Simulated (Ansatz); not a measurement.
Program: Ansatz. Geometries: PBE0-D4/def2-TZVP. ΔE: electronic, gas phase. CCSD(T)/CBS is the MP2 limit (def2-TZVPP, def2-QZVPP) plus CCSD(T) − MP2 in def2-TZVPP, frozen cores. This one scheme is used for every species. DFT in def2-TZVPP. B3LYP here is the variant with VWN-RPA as its local correlation; programs differ in this. HSE06 is defined as in plane-wave codes.

Reaction (ligand exchange at the Si–O bond): `[SiH3]O[SiH3]` + `B1CN1` → `[SiH3]N1BC1` + `O[SiH3]`

`[SiH3]O[SiH3]`:

```xyz
9

Si   -1.537   -0.115   -0.296
O    -0.076    0.463    0.151
Si    1.525    0.185    0.319
H    -1.520   -0.498   -1.732
H    -2.544    0.951   -0.077
H    -1.888   -1.308    0.519
H     2.155    1.412    0.864
H     2.130   -0.142   -0.999
H     1.754   -0.950    1.251
```

`B1CN1`:

Z-matrix (Å, degrees):
```
C
N 1 1.467
B 1 1.562 2 52.5
H 1 1.090 2 116.6 3 110.6
H 1 1.090 2 116.6 3 -110.6
H 2 1.002 1 135.2 3 180.0
H 3 1.183 1 155.2 2 -180.0
```

`[SiH3]N1BC1`:

Cartesian coordinates in Å:
```
Si -0.838 -1.098 -0.714
N 0.174 -0.085 0.237
B 1.046 0.304 1.204
C 0.516 1.374 0.235
H -0.403 -1.052 -2.135
H -0.741 -2.485 -0.196
H -2.243 -0.621 -0.637
H 1.684 -0.102 2.113
H 1.100 1.718 -0.617
H -0.295 2.047 0.510
```

`O[SiH3]`:

Cartesian coordinates in Å:
```
O 0.833 -0.964 0.138
Si -0.203 0.270 -0.205
H 0.911 -1.242 1.051
H -1.603 -0.065 0.175
H -0.115 0.479 -1.668
H 0.177 1.521 0.508
```

Q: Is it downhill or uphill in electronic energy at CCSD(T)/CBS, and by how much? (Estimate.)

A: The calculation gave: Uphill: ΔE = +7.8 kcal/mol.

Q: What do these levels give: PBE-D4, B3LYP-D4, HSE06-D4, revPBE, r2SCAN0, CCSD/def2-SVP? (An estimate is asked.)

A: Ansatz gave: PBE-D4 6.6, B3LYP-D4 8.2, HSE06-D4 7.3, revPBE 6.6, r2SCAN0 8.1, CCSD/def2-SVP 8.9 kcal/mol.

Q: What do rigid-rotor, harmonic-oscillator terms from PBE0-D4/def2-TZVP frequencies (298.15 K, 1 bar) make of the CCSD(T)/CBS value? (An estimate is asked.)

A: The calculation gave: ΔZPE = -0.2 kcal/mol, ΔH = +7.5 kcal/mol, ΔS = -18 J/(mol·K), ΔG = +8.7 kcal/mol. Modes under 50 cm⁻¹ make the entropy rough.

Largest T1 diagnostic among the species: 0.013.

From BLYP to BHLYP (50 % exact exchange), in def2-TZVPP and without D4, ΔE moves by +1.3 kcal/mol. In def2-TZVPP, CCSD(T) changes the Hartree–Fock value by −2.1 kcal/mol (the triples alone add −0.5 kcal/mol) and MP2 by −2.6 kcal/mol. Leaving LDA and LC-ωPBE aside and taking each functional with its dispersion term where it has one, the values, not all of them listed here, spread over 3.2 kcal/mol, from revPBE-D4 to BHLYP-D4.
